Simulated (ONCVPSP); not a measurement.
## Which change was made? (W, ONCV)

* Element: tungsten (W)
* Generator: ONCVPSP 4.0.1
* Type: optimised norm-conserving Vanderbilt (ONCV)
* Functional: PBE
* Relativity: scalar-relativistic
* Frozen core: [Kr] 4d10 4f14 5s2
* Valence charge: 12
* Reference configuration: 5p6 5d4 6s2
* Partial waves: 6s: rc 2.60 bohr, ncon 3, nbas 6, qcut 2.5 1/bohr, 3 projectors, debl 0.6 Ha; 5p: rc 1.65 bohr, ncon 4, nbas 7, qcut 7.7 1/bohr, 3 projectors, debl 3.7 Ha; 5d: rc 2.60 bohr, ncon 4, nbas 9, qcut 4.9 1/bohr, 3 projectors, debl 0.3 Ha
* Local potential: polynomial inside 1.35 bohr (lpopt 5, dvloc0 1 Ha)
* Core correction: Teter function, fcfact 3, rcfact 1.75

Cutoffs, loose and tight: the cutoffs (Ha) at which the residual kinetic energy of the hardest occupied pseudo-wave falls to 1 and 0.1 mHa per electron. They do not see the model core or the augmentation charge, which bear on the density cutoff. Test errors are all-electron minus pseudo excitation energies from the reference, over the configurations 5p6 5d4 6s1; 5p6 5d4 6s0; 5p6 5d3 6s0; 5p6 5d4 6s0 6p1; variants that change the core or the reference have their own tests.

The base gives: outcome: generated; cutoff, loose: 21 Ha; cutoff, tight: 26 Ha; bound ghosts: s; GHOST(+) flags above zero: s; largest test error (meV): -151.

After one change the result is: outcome: generated; cutoff, loose: 34 Ha; cutoff, tight: 41 Ha; bound ghosts: s; GHOST(+) flags above zero: s; largest test error (meV): -143. Which change was it?
A. p: qcut 6.4
B. p: qcut 4.8
C. p: qcut 8.9
D. p: qcut 11.2

D. The others give: p: qcut 8.9 → outcome: generated; cutoff, loose: 25 Ha; cutoff, tight: 30 Ha; bound ghosts: s; GHOST(+) flags above zero: s; largest test error (meV): -151 | p: qcut 4.8 → outcome: generated; cutoff, loose: 12 Ha; cutoff, tight: 48 Ha; bound ghosts: s; GHOST(+) flags above zero: s; largest test error (meV): -156 | p: qcut 6.4 → outcome: generated; cutoff, loose: 16 Ha; cutoff, tight: 32 Ha; bound ghosts: s; GHOST(+) flags above zero: s; largest test error (meV): -155.
